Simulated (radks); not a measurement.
Fe XXII, 5 electrons, occupied as 1s1 2s2 2p2 (not the ground configuration).

All-electron calculation, Dirac Kohn-Sham, SOGGA, spin-unpolarised, spherical densities, finite nucleus; open shells fill j = l - 1/2 first; Fermi nuclear charge, rms radius 3.7377 fm. Program: a radial shooting solver on a logarithmic mesh with Libxc functionals.

Energy parts (eV):
total: -17291.427
kinetic: 17633.764
electron-nucleus: -36178.836
Hartree: 1717.524
exchange-correlation: -463.880

Orbitals (lengths in bohr, moments of r in powers of bohr):
| orbital | occ. | eigenvalue (eV) | <r^2> | <r> | small-component weight |
|---|---|---|---|---|---|
| 1s1/2 | 1 | -8462.380 | 0.004439 | 0.05754 | 8.96e-03 |
| 2s1/2 | 2 | -1841.023 | 0.06830 | 0.2414 | 1.99e-03 |
| 2p1/2 | 2 | -1783.686 | 0.05067 | 0.2045 | 1.98e-03 |
| 2p3/2 | 0 | -1766.448 | 0.05181 | 0.2071 | 1.96e-03 |

The highest occupied level is 2p1/2 at -1783.7 eV. Summed over all electrons, <r^2> = 0.2424 bohr^2, which gives a Langevin (diamagnetic) susceptibility term of -0.192 x 10^-6 cm^3/mol. The density falls to 0.001 e/bohr^3 at r = 0.77 bohr.

Run on one thread of a shared host, so times are rough (Arm Neoverse N1): 0.05 s of CPU time, 0.05 s wall, 13 iterations on 2189 mesh points.
